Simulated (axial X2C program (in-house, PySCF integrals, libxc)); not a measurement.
Spin–orbit effects along a row: molecules with Se (ions), PBE0

All values come from calculations with an axial X2C code built on PySCF integrals, spin-free (one-electron X2C) or two-component (2c: spin–orbit coupling with atomic mean-field Coulomb and Gaunt terms, which also bring small scalar terms), in Dyall basis sets with cores contracted in-house; open shells are unrestricted.

Basis sets: I dyall-acv3z, In dyall-acv3z, Sb dyall-acv3z, Se dyall-acv3z, Sr dyall-acv3z, Te dyall-acv3z, Y dyall-acv3z.

```json
{"molecule": "SrSe⁻", "spin-free state": "M_S = 1/2, Λ = 0", "Re (Å)": "2.659", "ωe (cm⁻¹)": "240.6", "De (eV)": "2.54", "2c state": "Ω = 1/2", "Re 2c (Å)": "2.660", "ωe 2c (cm⁻¹)": "239.9", "De 2c (eV)": "2.50"}
{"molecule": "YSe⁻", "spin-free state": "M_S = 0, Λ = 0", "Re (Å)": "2.459", "ωe (cm⁻¹)": "313.3", "De (eV)": "4.48", "2c state": "Ω = 0", "Re 2c (Å)": "2.459", "ωe 2c (cm⁻¹)": "313.1", "De 2c (eV)": "n/a"}
{"molecule": "InSe⁻", "spin-free state": "M_S = 0, Λ = 0", "Re (Å)": "2.442", "ωe (cm⁻¹)": "263.1", "De (eV)": "3.53", "2c state": "Ω = 0", "Re 2c (Å)": "2.443", "ωe 2c (cm⁻¹)": "262.4", "De 2c (eV)": "n/a"}
{"molecule": "SbSe⁻", "spin-free state": "M_S = 1, Λ = 0", "Re (Å)": "2.435", "ωe (cm⁻¹)": "283.7", "De (eV)": "3.10", "2c state": "Ω = 1", "Re 2c (Å)": "2.438", "ωe 2c (cm⁻¹)": "281.7", "De 2c (eV)": "3.01"}
{"molecule": "TeSe⁻", "spin-free state": "?", "Re (Å)": "?", "ωe (cm⁻¹)": "?", "De (eV)": "?", "2c state": "?", "Re 2c (Å)": "?", "ωe 2c (cm⁻¹)": "?", "De 2c (eV)": "?"}
{"molecule": "SeI⁻", "spin-free state": "M_S = 0, Λ = 0", "Re (Å)": "2.547", "ωe (cm⁻¹)": "233.4", "De (eV)": "1.61", "2c state": "Ω = 0", "Re 2c (Å)": "2.552", "ωe 2c (cm⁻¹)": "230.0", "De 2c (eV)": "1.57"}
```

**Question.** Estimate the 2c Re and ωe of TeSe⁻ as the mean of its neighbours in the table.

**Answer.** Re ≈ 2.495 Å, ωe ≈ 255.8 cm⁻¹. The PBE0 runs give the row below, so the estimate misses by 0.029 Å and -14.5 cm⁻¹.

```tsv
molecule	spin-free state	Re (Å)	ωe (cm⁻¹)	De (eV)	2c state	Re 2c (Å)	ωe 2c (cm⁻¹)	De 2c (eV)
TeSe⁻	M_S = 1/2, Λ = 1	2.461	273.4	3.20	Ω = 3/2	2.466	270.4	3.12
```

Fragments in 2c: Sr + Se-, Y + Se-, In + Se-, Sb + Se-, Te + Se-, I- + Se. Each entry is the lowest single determinant of a limited PBE0 search at one distance. De goes to single-determinant-based atoms at the same level (for ions the charge split of lowest energy) and is withheld (n/a) where an atom does not fit its ground term or J level. Main or longest-lived isotopes. One determinant is a doubtful description, or other states lie close, for SbSe⁻; these need not be ground states, and all values refer to the states named. Some open-shell Ω = 0 determinants are out of reach, so the Ω given for SbSe⁻ need not be the lowest component. With several unpaired electrons the Ω given is that of one determinant, not necessarily of the lowest component. The functionals have no current term, which raises determinants with orbital currents.
